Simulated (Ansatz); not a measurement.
Cost and result for the atomization energy of FH2SeSi, SMILES `F[SiH][SeH]` radical (5 atoms, 4 bonds).

Total charge 0; spin multiplicity 2. Correlated methods include outer-core shells of Se, which these sets cover unevenly. Scalar relativity is left out up to krypton. All single points use the PBE0-D4/def2-TZVP geometry. It is one conformer, not always the lowest. Program: Ansatz. All runs use 2 threads of a server CPU on a shared host. Times are those of one run each, without the atoms' runs, and a repeat can differ threefold. Electronic energies, without spin–orbit coupling; frozen cores. CCSD(T)/CBS adds CCSD(T) − MP2 in def2-TZVPP to the MP2 limit, and its time is that of the two runs behind it. T1 = 0.013; ⟨S²⟩ of the reference is 0.76. With those shells the extrapolation isn't a true limit. HSE06 is the plane-wave form, built on full-range PBE exchange.

CCSD(T)/CBS is a level of theory with its own doubt, some kJ/mol a heavy atom from the limit and from the frozen cores, so smaller differences don't rank the functionals.

| level | functions | wall time |
| --- | --- | --- |
| LDA (SPW92)/def2-TZVPP | 149 | 3 s |
| revPBE-D4/def2-TZVPP | 149 | 6 s |
| BLYP-D4/def2-TZVPP | 149 | 6 s |
| PBE-D4/def2-TZVPP (with forces) | 149 | 7 s |
| PBE0-D4/def2-TZVPP | 149 | 9 s |
| HSE06-D4/def2-TZVPP | 149 | 9.5 s |
| CAM-B3LYP-D4/def2-TZVPP | 149 | 11 s |
| r2SCAN-D4/def2-TZVPP (with forces) | 149 | 16 s |
| CCSD(T)/def2-SVP | 74 | 16 s |
| r2SCANh-D4/def2-TZVPP | 149 | 17 s |
| MP2/def2-QZVPP | 276 | 34 s |
| CCSD(T)/def2-TZVPP | 149 | 4 min |
| CCSD(T)/CBS(def2) | – | 4.6 min |

Q: What atomization energy does each give, and how far from CCSD(T)/CBS? (An estimate is asked.)

A: Ansatz gave: 
| level | atomization (kcal/mol) | difference from CCSD(T)/CBS | per bond |
| --- | --- | --- | --- |
| LDA (SPW92)/def2-TZVPP | 405.6 | 53.5 | 13.4 |
| revPBE-D4/def2-TZVPP | 346.0 | -6.1 | -1.5 |
| BLYP-D4/def2-TZVPP | 350.2 | -1.9 | -0.5 |
| PBE-D4/def2-TZVPP (with forces) | 355.5 | 3.4 | 0.9 |
| PBE0-D4/def2-TZVPP | 347.1 | -5.0 | -1.2 |
| HSE06-D4/def2-TZVPP | 347.2 | -4.9 | -1.2 |
| CAM-B3LYP-D4/def2-TZVPP | 349.8 | -2.3 | -0.6 |
| r2SCAN-D4/def2-TZVPP (with forces) | 354.7 | 2.6 | 0.7 |
| CCSD(T)/def2-SVP | 314.5 | -37.6 | -9.4 |
| r2SCANh-D4/def2-TZVPP | 351.2 | -0.9 | -0.2 |
| MP2/def2-QZVPP | 354.6 | 2.5 | 0.6 |
| CCSD(T)/def2-TZVPP | 338.9 | -13.2 | -3.3 |
| CCSD(T)/CBS(def2) | 352.1 | 0.0 | 0.0 |

From BLYP to BHLYP (50 % exact exchange), in def2-TZVPP and without D4, the atomization energy moves by −11.2 kcal/mol: exact exchange takes away binding that semilocal exchange gives to molecules. The D4 term adds +4.1 kcal/mol with B3LYP and +2.1 kcal/mol with PBE0; it sums over pairs of atoms, weighted by their polarisabilities, and B3LYP, whose exchange is more repulsive, gets the larger term. Leaving LDA and LC-ωPBE aside and taking each functional with its dispersion term where it has one, the values, not all of them listed here, spread over 18.4 kcal/mol, from BHLYP-D4 to PBE-D4. LDA lies +52.6 kcal/mol from PBE without D4, its usual overbinding.

B3LYP here is the variant with VWN-RPA as its local correlation; programs differ in this.
